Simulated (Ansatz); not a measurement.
The B1–I4 bond of BFHI (SMILES FBI) is stretched (multiplicity 1, the rest rigid).
Geometry at rest (charge 0, multiplicity 1):
```xyz
4

B     -0.245    -1.333     0.806
F      0.792    -1.744     1.497
H     -1.260    -1.946     0.818
I     -0.088     0.459    -0.346
```

Cores are frozen in the correlated methods. Filled d and f shells under p-block atoms count as core.

Programs: Ansatz (an electronic-structure program) with Gaussian orbitals. Values without a source in brackets are computed. In def2 rows elements past Kr take small-core potentials, without spin–orbit coupling.

FIC-MRCISD+Q on CASSCF(6,4)/def2-TZVPP, total energies (hartree):

```csv
R (Å),CASSCF,MRCISD,weight c² of the reference
2.136,-421.511757,-421.953291,0.89331
3.738,-421.406328,-421.833546,0.89488
6.836,-421.391995,-421.816344,0.89616
```

Q: Add the Davidson correction (E_MRCISD − E_CASSCF)(1 − c²)/c² and give the energies above the first point at the three levels.

A: 
Corrections (hartree): -0.052733, -0.050186, -0.049172. Above the first point (kcal/mol):
- R = 3.738 Å: CASSCF 66.2, MRCISD 75.1, with the correction 76.7
- R = 6.836 Å: CASSCF 75.2, MRCISD 85.9, with the correction 88.2

Doubts at one or more of the structures used: active orbitals that take no part (FIC-MRCISD+Q on CASSCF(6,4)/def2-TZVPP).
